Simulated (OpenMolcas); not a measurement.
## Ni2+: moving or changing the point charges

Ni2+ among 6 point charges of -2 e arranged as a trigonal prism (D3h), 1.79 Å from the ion, with a polar angle of 43.2° against the regular 49.1°. The active orbitals were held to one l.
```
   1.2255    0.0000    1.3047  -2.00
  -0.6128    1.0613    1.3047  -2.00
  -0.6128   -1.0613    1.3047  -2.00
   1.2255    0.0000   -1.3047  -2.00
  -0.6128    1.0613   -1.3047  -2.00
  -0.6128   -1.0613   -1.3047  -2.00
```

```yaml
Program: OpenMolcas 26.06
Method: CASSCF
Basis: ANO-RCC-VDZP [5s4p2d1f]
Scalar_Hamiltonian: DKH2, point nucleus
Active_space: 8 electrons in 5 orbitals (3d)
State_averaging: 2S+1 = 3 even, 10 roots; 2S+1 = 1 even, 15 roots
Spin-orbit_coupling: state interaction with AMFI integrals over the reference wave functions
```

Runs around this geometry, states (labels of D3, the rotations of D3h). Energies in cm-1 above the lowest state or level, χT in cm3 K/mol.

| R (Å) | Polar angle / regular | Ground state | First state of that spin | First gap with spin-orbit (degeneracies) | χT at 300 K | First state of another spin |
| --- | --- | --- | --- | --- | --- | --- |
| 1.62 | 0.88 | 3A2 | 3E 5544 | 87.1 (1, 2) | 1.549 | 1E 18092 |
| 1.79 | 0.88 | 3A2 | 3E 3969 | 117.8 (1, 2) | 1.784 | 1E 17823 |
| 1.88 | 0.88 | 3A2 | 3E 3337 | 134.3 (1, 2) | 1.928 | 1E 17674 |
| 1.79 | 0.95 | 3A2 | 3E 4282 | 118.5 (1, 2) | 1.764 | 1E 17868 |

Taking the first state of the same spin as R^-n, n = -ln(3337 / 5544) / ln(1.88 / 1.62) = 3.4 between the shortest and longest distance.

Without dynamic correlation the repulsion within the d shell is too large (B by tens of per cent), so at a given field states of lower spin stand too high. This is an electrostatic model: the charges have no orbitals. An unlabelled pair can be two single states that coincide in this model. No measured value stands beside these numbers.
